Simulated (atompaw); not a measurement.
# What one change does to a pseudopotential (F, PAW (atompaw))

- Element: fluorine (F)
- Generator: atompaw 4.2.0.5
- Type: PAW
- Functional: LDA (PW92)
- Relativity: scalar-relativistic
- Frozen core: [He]
- Valence charge: 7
- Reference configuration: 2s2 2p3 (charge +2)
- Partial waves: 2s (bound): rc 0.85 bohr; 2s channel at -4.1 Ry: rc 0.85 bohr; 2p (bound): rc 0.80 bohr; 2p channel at 0.05 Ry: rc 0.85 bohr
- Local potential: ultrasoft scheme with l = 2 at 0.5 Ry, radius 0.65 bohr
- Core correction: smooth core density matched at 0.65 bohr
- Augmentation charge: besselshape compensation charge, radius 0.75 bohr; PAW radius 0.85 bohr; waves and projectors: custom rrkj gramschmidtortho

Change: wave 2s (bound): rc 0.85 bohr becomes 2s (bound): rc 0.66 bohr.

Cutoffs: the cutoffs (Ry, on a coarse ladder) from which the occupation-weighted sum of valence levels, in a spherical-Bessel basis at the reference potential, stays within 10 and 1 mRy of its value at 400 Ry; they do not see the model core or the augmentation charge, which bear on the density cutoff.

Problem. What does the change do?

Solution. The potential gets neither clearly harder nor softer (110 Ry and 180 Ry → 110 Ry and 200 Ry); the p channel sets the loose cutoff, while the largest relative change is in s, which becomes softer; neither file shows a bound ghost.

```tsv
quantity	base	changed
cutoff, loose	110 Ry	110 Ry
cutoff, tight	180 Ry	200 Ry
loose cutoff by channel (10 mRy a level)	s 25 Ry, p 100 Ry	s 21 Ry, p 100 Ry
bound ghosts	none	none
s: phases at 0.85 bohr within 0.05 rad from the reference energy up to (Ry; the scan ends near 5)	to the end of the scan	to the end of the scan
p: phases at 0.85 bohr within 0.05 rad from the reference energy up to (Ry; the scan ends near 5)	to the end of the scan	to the end of the scan
lowest overlap eigenvalue by channel	s 0.52, p 0.79	s 0.01, p 0.79
```

 The cutoffs see the waves, projectors and local potential, not the compensation charge or the core.
